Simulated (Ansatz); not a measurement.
Worked example: the enthalpy of C2H3Br + CHClF2 → C2H3F + CHBrClF

Species: C2H3Br `C=CBr`, singlet; CHClF2 `FC(F)Cl`, singlet; C2H3F `C=CF`, singlet; CHBrClF (bromochlorofluoromethane) `FC(Cl)Br`, singlet. The partners trade Br for F; both sit on C, so the bond types are kept.

Shapes, held fixed at every level: PBE0-D4/def2-TZVP. Programs: Ansatz 0.2.0. The zero-point and thermal terms to 298 K, harmonic and unscaled (PBE0-D4/def2-TZVP), stand in the table.

At B3LYP-D4/def2-TZVPP; 1 Eh = 2625.50 kJ/mol:

| species | energy (Eh) | H(298 K) − E (kJ/mol) | tabulated ΔfH (kJ/mol) |
| --- | --- | --- | --- |
| C2H3Br | -2652.212536 | 122.9 | +73.7 |
| CHClF2 | -698.727427 | 74.2 | -482.8 |
| C2H3F | -177.910434 | 127.2 | -142.5 |
| CHBrClF | -3173.016354 | 69.2 | -231.8 |

Task: Work out the reaction enthalpy at 298 K from the calculation and from the table of heats.

Result: 
1. Electronic: (-177.910434) + (-3173.016354) − [(-2652.212536) + (-698.727427)] = 0.013175 Eh = +34.6 kJ/mol.
2. Zero-point and thermal: (127.2) + (69.2) − [(122.9) + (74.2)] = -0.7 kJ/mol.
3. Computed ΔH = +33.9 kJ/mol.
4. From the heats of formation (Active Thermochemical Tables): (-142.5) + (-231.8) − [(73.7) + (-482.8)] = +34.8 kJ/mol.
5. Computed less tabulated: -0.9 kJ/mol. Tabulated heats carry uncertainties of their own.

Relativity is left out for Br.
